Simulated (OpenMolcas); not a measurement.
V2+ with its 8 nearest fluoride ions at 2.328 Å, on the Sr site of SrF2 (a = 5.796 Å, distance in the model lattice 2.510 Å). The rest of the host is ab initio model potentials to 7.6 Å and point charges beyond; the distance is set by hand and nothing relaxes. Ligand basis ANO-RCC-VDZP.
```
V     0.0000    0.0000    0.0000
F     1.3441    1.3441    1.3441
F     1.3441    1.3441   -1.3441
F     1.3441   -1.3441    1.3441
F     1.3441   -1.3441   -1.3441
F    -1.3441    1.3441    1.3441
F    -1.3441    1.3441   -1.3441
F    -1.3441   -1.3441    1.3441
F    -1.3441   -1.3441   -1.3441
```

```json
{"Program": "OpenMolcas", "Method": "CASSCF", "Basis": "ANO-RCC-VDZP [5s4p2d1f]", "Scalar Hamiltonian": "DKH2, point nucleus", "Active space": "3 electrons in 5 orbitals (3d)", "State averaging": "2S+1 = 4 even, 10 roots; 2S+1 = 2 even, 40 roots", "Spin-orbit coupling": "RASSI with atomic mean-field integrals over the reference wave functions"}
```

**Question.** What is the spin-free ground state (labels of O, the rotations of Oh)?

**Answer.** 4T1, 3-fold in its orbital part, 99 % from free-ion F terms; it has the highest spin that d3 allows.

**Question.** Where is the first state of the same spin?

**Answer.** 4T2 at 4200 cm-1 above the ground state.

**Question.** What are the lowest two levels with spin-orbit coupling?

**Answer.** A 4-fold level Γ8, then a 2-fold level Γ7 14.7 cm-1 above it. Their leading multiplicities are 4 (100 %) and 4 (100 %).

**Question.** What is χT at 300 K, and how does it compare with the textbook value?

**Answer.** The lowest level has 2S+1 = 4, for which the spin-only value is χT = S(S+1) / 2 = 1.875 cm3 K/mol (g = 2). The computed 1.640 at 300 K differs by -0.235, through orbital momentum, spin-orbit coupling and any other state in reach. With a threefold ground state the orbital momentum is unquenched, so the spin-only value is not expected to hold.

**Question.** Which ligand-field parameters describe the states?

**Answer.** A least-squares ligand-field fit to the states below 45000 cm-1, each weighted by its degeneracy and with a free common offset, gives 10Dq = -5274 cm-1 (negative for this site), B = 941 cm-1 and C = 3559 cm-1 (C/B = 3.78), with an rms deviation of 157 cm-1. The same method and metal basis give the free ion B = 954 cm-1 (fit to its terms below 60000 cm-1, rms deviation 86 cm-1), so the nephelauxetic ratio is β = 941 / 954 = 0.99; it hangs on how both fits weigh the states, and computed free-ion B values tend to be too large, so β mixes covalency with correlation.

An orbital triplet at a regular site is open to Jahn-Teller coupling, which can distort the site and quench the lowest spin-orbit gaps and is left out. Without dynamic correlation the repulsion within the d shell is too large (B by tens of per cent), so at a given field states of lower spin stand too high. Ligand-to-metal charge-transfer states are missing. With no ligand orbital active B as a rule stays too high, so bands that hang on it stand too high and its fall with covalency is understated. With metal d orbitals alone and no dynamic correlation 10Dq can be off by a tenth to a fifth, either way, in oxide and fluoride hosts. No measured value stands beside these numbers; the geometry was set by hand and not optimised.
